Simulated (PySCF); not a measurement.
# One molecule, several mistakes: BC2GeH9

Calculated results; nothing here was measured. They come from PySCF 2.14.0, an open-source quantum chemistry program, on an isolated molecule that a program drew, which may never have been made. The molecule is BC2GeH9 (charge 0, singlet), drawn as the SMILES string `BC[CH2][GeH3]`.

Each row is a Hartree-Fock (HF) and frozen-core CCSD(T) single point in the cc-pVDZ basis, meant for a local HF minimum. Run 1 is clean. Each other run has one planted mistake out of seven kinds, and not every kind appears here: one electron removed, one electron added, multiplicity raised by two, geometry at a saddle point, minimal basis STO-3G, one bond length entered in bohr, all coordinates scaled. The reference is restricted for singlets and unrestricted otherwise, and also for a bond in bohr. Adding or removing an electron swaps singlet and doublet. Electrons count all cores. HOMO and LUMO are orbital energies over both spins, the gradient is its largest component, and the lowest frequency (negative if imaginary) is given only where the gradient is small. Bond lengths are over the 12 bonds as drawn. T1 is the CCSD diagnostic: over 0.02 (restricted) or 0.045 (unrestricted) a single reference is doubtful. Germanium has the cc-pVDZ-PP basis, with a core potential (ECP10MDF) in place of its 10 inner electrons, and its 3s, 3p and 3d shells are frozen in CCSD(T).

Geometry of the clean run:
```xyz
13
BC2GeH9, angstrom
B    -1.4211   -2.5896    2.3072
C    -2.1648   -1.5746    1.3552
C    -1.4067   -0.2238    1.4738
Ge   -2.1740    1.2112    0.3613
H    -1.7138   -2.6668    3.4714
H    -0.4948   -3.2443    1.9070
H    -2.1529   -1.9045    0.3125
H    -3.2088   -1.4289    1.6472
H    -0.3584   -0.3410    1.1817
H    -1.4040    0.1295    2.5097
H    -3.6325    1.4649    0.7666
H    -2.1397    0.8032   -1.1179
H    -1.3771    2.5114    0.5360
```

| run | electrons | basis functions | <S^2> | HOMO (eV) | LUMO (eV) | gradient (hartree/bohr) | lowest frequency (cm^-1) | mean bond (Å) | longest bond (Å) | T1 | HF (hartree) | CCSD(T) (hartree) | mistake |
|---|---|---|---|---|---|---|---|---|---|---|---|---|---|
| 1 | 58 | 110 | 0.000 | -10.84 | 2.34 | 3.9e-05 | 87 | 1.3741 | 1.971 | 0.0093 | -399.00799 | -399.56491 | no fault |
| 2 | 58 | 110 | 0.000 | -10.88 | 2.40 | 9.3e-03 | - | 1.3576 | 1.948 | 0.0093 | -399.00637 | -399.56128 | all coordinates scaled |
| 3 | 58 | 110 | 0.707 | -10.41 | 2.15 | 2.2e-02 | - | 1.4553 | 2.068 | 0.0529 | -398.88492 | -399.43969 | one bond length entered in bohr |
| 4 | 59 | 110 | 0.761 | 0.38 | 7.74 | 2.5e-02 | - | 1.3741 | 1.971 | 0.0136 | -398.95541 | -399.53561 | ? |

**Which mistake was planted in run 4, and what did it cost?**

It counts 59 electrons, one more than the clean run, at the same geometry and basis. So the mistake is: one electron added. Subtracting run 1 and multiplying by 627.51 kcal/mol a hartree, the energy moved by 33.0 kcal/mol in HF and 18.4 kcal/mol in CCSD(T).

Cautions from the logs. Run 3: T1 is over the limit, so its CCSD(T) energy is less reliable; run 4: the HOMO is above zero, so the electron isn't bound and the energy depends on the basis.
